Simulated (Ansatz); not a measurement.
Reactions of `F[SiH2][S][GeH3]`.

Isolated molecules relaxed with PBE0-D4/def2-TZVP in Ansatz; ΔE leaves out vibrations. CBS: MP2 limit from def2 TZ/QZ plus the TZ coupled-cluster correction, frozen cores. This one scheme is used for every species, atoms too. For atomizations the MP2-based limit and the directly extrapolated one differ by several kJ/mol either way, and by 10 to 25 for some Ge, Se and Sn compounds, so smaller differences from it don't rank the levels. No spin–orbit coupling; open shells (•) take unrestricted orbitals. Spin–orbit coupling would lower the free atoms: a little for F, S, Si; clearly for Ge. Bonds to Ge are less sure, by a few kJ/mol each and by 10 to 20 or more in all where they break to atoms, as the def2 sets lack core-valence functions. Scalar relativity is left out up to krypton. Each species was taken in one conformer, which may not be the lowest.

Problem. Order these by ΔE at CCSD(T)/CBS, lowest first. (Estimate.)
A. `F[SiH2][S][GeH3]` + `CO[SiH](O)O[SiH2]O` → `O[SiH](F)[S][GeH3]` + `CO[SiH](O)O[SiH3]`
B. `F[SiH2][S][GeH3]` + `C=C[Si](O)(O)O[SiH3]` → `C=C[SiH2][S][GeH3]` + `O[Si](O)(F)O[SiH3]`
C. `F[SiH2][S][GeH3]` → `[F][GeH2][SiH2]S`
D. `F[SiH2][S][GeH3]` → F• + `[SiH2][S][GeH3]`•
E. `F[SiH2][S][GeH3]` + H₂ → `[SiH3][S][GeH3]` + H–F
F. `F[SiH2][S][GeH3]` + `F[SiH2][AlH][Cl]` → `[Cl][AlH][GeH3]` + `F[SiH2]S[SiH2]F`
G. `F[SiH2][S][GeH3]` → F• + Ge• + 5 H• + S• + Si•
H. `F[SiH2][S][GeH3]` + `COBS` → `F[SiH2]OBS` + `C[S][GeH3]`

Solution. H (-0.76 eV), F (-0.62 eV), B (-0.23 eV), A (+0.04 eV), E (+1.23 eV), C (+1.35 eV), D (+6.76 eV), G (+28.84 eV).

Largest T1 diagnostic: 0.014, for `[SiH2][S][GeH3]`•.
